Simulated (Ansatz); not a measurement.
`C=C[CH2][Al]([F])[Cl]` + H–F → `[F][Al]([F])[Cl]` + propene at 600 K and 1 bar (ligand exchange at the Al–C bond).

Gas-phase electronic energies from Ansatz, PBE0-D4/def2-TZVP geometries. CBS: MP2 limit from def2 TZ/QZ plus the TZ coupled-cluster correction, frozen cores. This one scheme is used for every species. Each species was taken in one conformer, which may not be the lowest.

| species | CCSD(T)/CBS energy (Eh) | H − E (kJ/mol) | S (J/(mol·K)) |
| --- | --- | --- | --- |
| `C=C[CH2][Al]([F])[Cl]` | -918.89256 | 261.8 | 469.7 |
| H–F | -100.39570 | 42.3 | 194.0 |
| `[F][Al]([F])[Cl]` | -901.60711 | 54.4 | 348.7 |
| `C=CC` | -117.74610 | 248.6 | 323.1 |

H − E and S are ideal-gas, rigid-rotor, harmonic terms from PBE0-D4/def2-TZVP, for one conformer and one mirror image of each species. 1 Eh = 2625.50 kJ/mol, R = 8.31446 J/(mol·K).

Task: By hand: ΔE, ΔH, ΔS and ΔG.

Result: ΔE = (-901.60711) + (-117.74610) − (-918.89256) − (-100.39570) = -0.06495 Eh = -170.5 kJ/mol. Δ(H − E) = 54.4 + 248.6 − 261.8 − 42.3 = -1.1, so ΔH = -171.6 kJ/mol. ΔS = 348.7 + 323.1 − 469.7 − 194.0 = 8.1 J/(mol·K). ΔG = -171.6 − 600 × (8.1)/1000 = -176.5 kJ/mol.

Task: By hand: the equilibrium constant, and the temperature at which ΔG would vanish if ΔH and ΔS stayed fixed.

Result: log₁₀ K = −ΔG/(RT ln 10) = 15.4. ΔH and −TΔS have one sign here, so there is no such temperature.

The number of gas molecules stays the same, so ΔS is small and ΔH decides. A doubt of 5 kJ/mol in ΔE shifts log₁₀ K by 0.4 here. Other conformers and mirror images would add mixing entropy, several J/(mol·K) or more a flexible species. These are equilibria of isolated gas molecules and say nothing of rates. Largest T1 diagnostic: 0.012 (customary marks: 0.02 for closed shells, 0.045 for open ones).

ΔS is within the doubt of such terms, so its sign, and with it that verdict, could turn.
